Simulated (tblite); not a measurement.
C2H7OSi (doublet state).
Atom-mapped SMILES: `[CH3:1][CH2:2][O:3][SiH2:4]` (hydrogens: H5, H6, H7 on C1; H8, H9 on C2; H10, H11 on Si4)

Cartesian coordinates in Å at the GFN2-xTB level; atoms count from 1:
```xyz
11
C2H7OSi angstrom
C     -1.569    0.701    0.146
C     -0.345   -0.137    0.476
O      0.705    0.203   -0.397
Si     2.206   -0.396   -0.464
H     -1.877    0.517   -0.880
H     -2.387    0.447    0.815
H     -1.334    1.757    0.253
H     -0.573   -1.205    0.371
H     -0.028    0.041    1.511
H      2.976   -0.117    0.743
H      2.232   -1.811   -0.815
```

Calculated harmonic vibrations of the isolated species, GFN2-xTB (tblite), most abundant isotopes, no scaling. Errors from tens to a few hundred cm⁻¹ against measured bands are possible. Modes of hydrogen on silicon can be 10 to 20 % off. One conformer, not necessarily the lowest. Open shells enter through the occupations alone, without spin polarisation, and single modes of such species can be off by tens of per cent.

Harmonic wavenumbers (cm⁻¹): 35.4, 152.2, 174.5, 216.2, 355.4, 573.1, 630.5, 774.0, 788.4, 826.4, 995.8, 1087.5, 1103.7, 1135.8, 1263.3, 1342.2, 1400.2, 1476.7, 1487.8, 1494.5, 2274.9, 2300.3, 2888.6, 2915.4, 3036.7, 3042.9, 3046.2.

A = 28430, B = 2637, C = 2563 MHz; mass 75.027 u (most abundant isotopes); point group Cs, symmetry number 1; spin multiplicity 2.

Task: Zero-point energy?

Result: Half the sum of the wavenumbers: 18409 cm⁻¹ = 52.63 kcal/mol.

Task: What is S at 273.15 K and 1 bar for an ideal gas of classical rigid rotors and harmonic oscillators?

Result: Translation 38.45, rotation 24.67, vibration 14.32, spin (R ln 2) 1.38: S = 78.8 cal/(mol K).

Task: And Cp and H(273.15 K) − H(0)?

Result: Cp = 21.71 cal/(mol K), of which vibrations give 13.77 (their classical limit is 27 R = 53.7); H(273.15 K) − H(0) = 4.14 kcal/mol without the zero-point energy, 1.97 from vibrations.

Task: Which modes carry the vibrational entropy at 273.15 K?

Result: 35.4 cm⁻¹: 5.33; 152.2 cm⁻¹: 2.48; 174.5 cm⁻¹: 2.22; 216.2 cm⁻¹: 1.83; 355.4 cm⁻¹: 1.01; 573.1 cm⁻¹: 0.41 cal/(mol K); the other 21 give 1.05 together.

Task: How do the functions run with temperature in this model?

Result: 
| T (K) | S (cal/(mol K)) | Cp (cal/(mol K)) | H − H(0) (kcal/mol) | G − H(0) (kcal/mol) | ln q(vib) |
| --- | --- | --- | --- | --- | --- |
| 150 | 67.7 | 16.0 | 1.83 | -8.33 | 1.89 |
| 250 | 77.0 | 20.6 | 3.65 | -15.59 | 3.27 |
| 298.15 | 80.8 | 23.0 | 4.70 | -19.38 | 3.91 |
| 400 | 88.2 | 27.9 | 7.29 | -28.00 | 5.24 |
| 600 | 101.2 | 36.0 | 13.73 | -46.97 | 7.79 |
| 900 | 117.5 | 44.3 | 25.86 | -79.84 | 11.42 |

q(vib) and H(0) count from the zero-point level.

Task: What must be added to the electronic energy to get the Gibbs energy at 273.15 K and 1 bar?

Result: ZPE + [H(273.15 K) − H(0)] − T·S = 52.63 + 4.14 − 21.53 = 35.24 kcal/mol.

Task: Blend soft modes into free rotors: weight 1/[1 + (100 cm⁻¹/ν̃)⁴] for the oscillator and the rest for a rotor with moment μB/(μ + B), μ = h/(8π²ν), B = 10⁻⁴⁴ kg m². What vibrational entropy results?

Result: 12.81 cal/(mol K) in place of 14.32, which changes −T·S at 273.15 K by +0.41 kcal/mol.

Hindered rotation and anharmonicity are outside this model. Other conformers, if any are populated, would add a mixing term that is left out.

On one thread, Arm Neoverse V2 (aarch64), shared host with 96 logical CPUs at a one-minute load of 52, this took 0.13 s of wall time. This covers the Hessian and the dipole derivatives.
